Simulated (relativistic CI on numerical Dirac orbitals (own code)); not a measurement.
Charge states of tin

Method of calculation: Dirac-Coulomb-Breit CI, separate exchange-only KLI orbitals for each configuration, model QED, valence Slater integrals scaled by 0.9 (own radial code, finite nucleus).

Each species is treated in one configuration, given outside its closed core. Radial values are for the open shell of highest l, unscaled and averaged over j; ζ includes the Breit term. Labels give the leading LS character, summed over repeated terms.

| Ion | Configuration | Its lowest level | LS weight (%) | g_J | g√(J(J+1)) | ζ (cm⁻¹) | Next level | E (cm⁻¹) |
| --- | --- | --- | --- | --- | --- | --- | --- | --- |
| Sn | 4d¹⁰5s²5p² | ³P0 | 98 |  | 0.00 | 2224 | ³P1 | 1548 |
| Sn⁺ | 4d¹⁰5s²5p | ²P°1/2 | 100 | 0.666 | 0.58 | 2812 | ²P°3/2 | 4225.9 |
| Sn²⁺ | 4d¹⁰5s² | ¹S0 | 100 |  | 0.00 |  |  |  |
| Sn³⁺ | 4d¹⁰5s | ²S1/2 | 100 | 2.002 | 1.73 |  |  |  |
| Sn⁴⁺ | 4d¹⁰ | ¹S0 | 100 |  | 0.00 |  |  |  |
| Sn⁵⁺ | 4d⁹ | ²D5/2 | 100 | 1.200 | 3.55 | 3393 | ²D3/2 | 8485.2 |
| Sn⁶⁺ | 4d⁸ | ³F4 | 99 | 1.246 | 5.57 | 3603 | ³F3 | 7635.5 |
| Sn⁷⁺ | 4d⁷ | ⁴F9/2 | 94 | 1.319 | 6.56 | 3817 | ⁴F7/2 | 6807.9 |
| Sn⁸⁺ | 4d⁶ | ⁵D4 | 94 | 1.484 | 6.64 | 4036 | ⁵D3 | 4955.3 |
| Sn⁹⁺ | 4d⁵ | ⁶S5/2 | 95 | 1.982 | 5.86 | 4259 | ⁴G5/2 | 35301 |
| Sn¹⁰⁺ | 4d⁴ | ? | ? | ? | ? | ? | ? | ? |
| Sn¹¹⁺ | 4d³ | ⁴F3/2 | 92 | 0.433 | 0.84 | 4718 | ⁴F5/2 | 5591.7 |
| Sn¹²⁺ | 4d² | ³F2 | 93 | 0.690 | 1.69 | 4954 | ³F3 | 9555 |
| Sn¹³⁺ | 4d | ²D3/2 | 100 | 0.798 | 1.55 | 5194 | ²D5/2 | 13024 |
| Sn¹⁴⁺ | 3d¹⁰4s²4p⁶ | ¹S0 | 100 |  | 0.00 |  |  |  |
| Sn¹⁵⁺ | 3d¹⁰4s²4p⁵ | ²P°3/2 | 100 | 1.333 | 2.58 | 52500 | ²P°1/2 | 78870 |
| Sn¹⁶⁺ | 3d¹⁰4s²4p⁴ | ³P2 | 80 | 1.397 | 3.42 | 54150 | ³P0 | 32523 |
| Sn¹⁷⁺ | 3d¹⁰4s²4p³ | ⁴S°3/2 | 52 | 1.596 | 3.09 | 55810 | ²D°3/2 | 66307 |
| Sn¹⁸⁺ | 3d¹⁰4s²4p² | ³P0 | 81 |  | 0.00 | 57490 | ³P1 | 67513 |
| Sn¹⁹⁺ | 3d¹⁰4s²4p | ²P°1/2 | 100 | 0.664 | 0.58 | 59190 | ²P°3/2 | 88942 |
| Sn²⁰⁺ | 3d¹⁰4s² | ¹S0 | 100 |  | 0.00 |  |  |  |
| Sn²¹⁺ | 3d¹⁰4s | ²S1/2 | 100 | 2.000 | 1.73 |  |  |  |
| Sn²²⁺ | 3d¹⁰ | ¹S0 | 100 |  | 0.00 |  |  |  |
| Sn²³⁺ | 3d⁹ | ²D5/2 | 100 | 1.197 | 3.54 | 28780 | ²D3/2 | 72132 |

**Question.** Fill in the row of Sn¹⁰⁺.

**Answer.** Its lowest level ⁵D0; LS weight (%) 85; g√(J(J+1)) 0.00; ζ (cm⁻¹) 4487; Next level ⁵D1; E (cm⁻¹) 2892.1.

With one configuration, terms of near-neutral atoms and ions can be 10 to 25 % off, and close levels can change places.

At low charge ζ of a weakly bound d or f electron comes out too small.
